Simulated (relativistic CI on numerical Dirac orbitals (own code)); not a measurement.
**One change at a time: Tl LXIV**

Base calculation: Dirac-Coulomb-Breit CI, KLI orbitals optimised for each configuration, model QED, unscaled Slater integrals.

Configuration list (outside the closed core [Ne]): 3s²3p⁶, 3s²3p⁵3d, 3s3p⁶3d, 3s²3p⁵4s, 3s²3p⁵4p, 3s²3p⁵4d, 3s3p⁶4s, 3s²3p⁵4f, 3p⁶3d4p, 3s3p⁶4p, 3s3p⁶4d, 3s3p⁶4f, 3s²3p⁵5s, 3s²3p⁵5p, 3s²3p⁵5d, 3s²3p⁵5f, 3s²3p⁵5g, 3s3p⁶5s, 3s3p⁶5p, 3s3p⁶5d, 3s²3p⁵6s, 3p⁶3d², 3p⁵3d³, 3p⁵3d²4s, 3p⁵3d²4p, 3p⁵3d²4d, 3p⁶3d4s, 3p⁵3d4s², 3p⁵3d4s4p, 3p⁵3d4s4d, 3p⁶4s², 3p⁵4s²4p, 3p⁵4s²4d. Double excitations out of closed p, d and f shells are left out; levels of such configurations are missing from the list, as are those of other unlisted configurations, and high levels can miss mixing partners. These lack a partner that the ground configuration has and come out too high: 3s²3p⁵4f, 3s²3p⁵5s, 3s²3p⁵5p, 3s²3p⁵5d, 3s²3p⁵5f.

Variants: (1) valence Slater integrals scaled by 0.9; (2) only the first 3 configurations; (3) non-relativistic limit. Shifts of the energy above 3s²3p⁶ ¹S0, in eV, for the lowest level and the first level of each name with at least 55 % of one term (blank where a level changes its place among those of its configuration and J or its character, or is not in the variant):

```tsv
Level	Base	Δ(1)	Δ(2)	Δ(3)
3s²3p⁶ ¹S0	0.00	0.00	0.00	0.00
3s²3p⁵3d ³P°0	267.01	+2.32	-0.28	-18.18
3s²3p⁵3d ³P°1	280.45	+1.15	-0.29	-31.62
3s²3p⁵3d ³F°3	284.03	+0.49	-0.21	-25.18
3s²3p⁵3d ³F°4	395.19	+1.07	-0.15	-136.35
3s²3p⁵3d ³D°3	414.35	-0.78	-0.29	
3s²3p⁵3d ¹P°1	447.86	-3.99	-0.28	
3s²3p⁵3d ³F°2	814.76	+0.87	-0.19	
3s3p⁶3d ³D1	1069.31	+0.62	-0.11	-599.56
3s3p⁶3d ³D2	1077.27	-0.13	-0.11	-607.53
3s3p⁶3d ³D3	1188.54	+0.64	-0.12	-718.80
3s3p⁶3d ¹D2	1204.56	-1.02	-0.07	-715.12
3p⁶3d² ³F2	2157.87	+0.59		-1204.28
3p⁶3d² ³P0	2186.14	-2.00		-1215.78
3p⁶3d² ³F3	2272.62	+1.01		-1319.02
3p⁶3d² ¹G4	2288.74	-0.64		
3p⁶3d² ³P1	2291.21	-0.71		-1320.86
3p⁶3d² ³F4	2396.93	+0.42		
3p⁶3d² ¹S0	2436.11	-3.31		-1426.52
3p⁵3d³ ³I°7	2667.36	+1.67		-1448.82
3p⁵3d³ ³P°1	2669.37	+1.92
```

At this charge energies of transitions that change n are usually good to better than 1 %, and those within a shell (Δn = 0) to a few per cent.

Ionisation energy from the two ground configurations alone: base 7145.43 eV. The NIST ASD value (theoretical) is 7146 eV.

LS names give the leading component of a level, which can be under half, so a name can repeat, a term be missing and a line seem to break the LS rules.
